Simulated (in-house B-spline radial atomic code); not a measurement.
Inner levels of holmium as electrons are removed. A shift is the extra binding of the orbital against the neutral atom ([Xe] 4f5/2(6) 4f7/2(5) 6s2). The density at the nucleus is averaged over the nuclear charge. Computed with an all-electron radial atomic-structure program (B-spline basis): Dirac-Hartree-Fock, jj configuration that fills j = l - 1/2 first, finite nuclei.

A number in brackets counts the electrons of a j subshell.

```tsv
ion	configuration	shift of 2p1/2 (eV)	shift of 3s1/2 (eV)	shift of 3d5/2 (eV)	radius of 2p1/2 (bohr)	radius of 3s1/2 (bohr)	radius of 3d5/2 (bohr)	Σ<r²> (bohr²)	change of density at nucleus (bohr⁻³)
Ho14+	[Kr] 4d10 4f5/2(6) 5s1	302.56	303.51	301.79	0.072993	0.22864	0.2089	11.309	-10.628
Ho15+	[Kr] 4d10 4f5/2(4) 5s2	352.35	357.14	355.09	0.073004	0.22857	0.20888	11.218	726.08
Ho16+	[Kr] 4d10 4f5/2(5)	369.5	370.42	369.14	0.072995	0.22862	0.20882	9.3016	-524.27
Ho17+	[Kr] 4d10 4f5/2(4)	410.52	412.66	411.46	0.072999	0.22858	0.20878	8.6997	-474.05
Ho18+	[Kr] 4d10 4f5/2(3)	453.19	456.57	455.48	0.073004	0.22853	0.20872	8.1441	-418.69
Ho19+	[Kr] 4d10 4f5/2(2)	497.5	502.1	501.16	0.073009	0.22847	0.20865	7.6289	-358.2
Ho20+	[Kr] 4d10 4f5/2(1)	543.42	549.23	548.46	0.073014	0.2284	0.20857	7.1494	-292.57
Ho21+	[Kr] 4d10	590.94	597.92	597.37	0.073019	0.22832	0.20847	6.7016	-221.86
Ho22+	[Kr] 4d3/2(4) 4d5/2(5)	644.6	647.59	646.95	0.073014	0.22816	0.20856	6.2753	-110.75
Ho23+	[Kr] 4d3/2(4) 4d5/2(4)	699.46	698.21	697.5	0.073009	0.22798	0.20833	5.8653	4.602
Ho24+	[Kr] 4d3/2(4) 4d5/2(3)	755.53	749.77	749	0.073003	0.2278	0.20809	5.4707	124.22
Ho25+	[Kr] 4d3/2(4) 4d5/2(2)	812.78	802.26	801.44	0.072997	0.22761	0.20784	5.0907	248.09
Ho26+	[Kr] 4d3/2(4) 4d5/2(1)	871.23	855.66	854.83	0.07299	0.22741	0.20757	4.7244	376.23
Ho27+	[Kr] 4d3/2(4)	930.86	909.98	909.15	0.072983	0.2272	0.2073	4.3712	508.6
Ho28+	[Kr] 4d3/2(3)	991.39	965.74	965.89	0.07297	0.22697	0.20695	4.0364	650.48
Ho29+	[Kr] 4d3/2(2)	1053.06	1022.4	1023.59	0.072955	0.22674	0.2066	3.7133	796.75
Ho30+	[Kr] 4d3/2(1)	1115.87	1079.95	1082.25	0.07294	0.22649	0.20623	3.4011	947.38
Ho31+	[Ar] 3d10 4s2 4p6	1179.83	1138.4	1141.84	0.072924	0.22623	0.20585	3.0995	1102.4
Ho32+	[Ar] 3d10 4s2 4p1/2(2) 4p3/2(3)	1245.06	1196.34	1200.68	0.072907	0.22602	0.20552	2.8036	1279.6
Ho33+	[Ar] 3d10 4s2 4p1/2(2) 4p3/2(2)	1311.21	1254.95	1260.22	0.072889	0.2258	0.20517	2.5152	1460.77
Ho34+	[Ar] 3d10 4s2 4p1/2(2) 4p3/2(1)	1378.29	1314.23	1320.46	0.07287	0.22558	0.20482	2.2342	1645.91
Ho35+	[Ar] 3d10 4s2 4p1/2(2)	1446.29	1374.17	1381.41	0.072851	0.22534	0.20446	1.9602	1835.01
Ho36+	[Ar] 3d10 4s2 4p1/2(1)	1515.99	1436.68	1445.27	0.072845	0.22506	0.20406	1.7106	1884.15
Ho37+	[Ar] 3d10 4s2	1586.62	1499.88	1509.87	0.072836	0.22477	0.20366	1.4674	1932.33
```
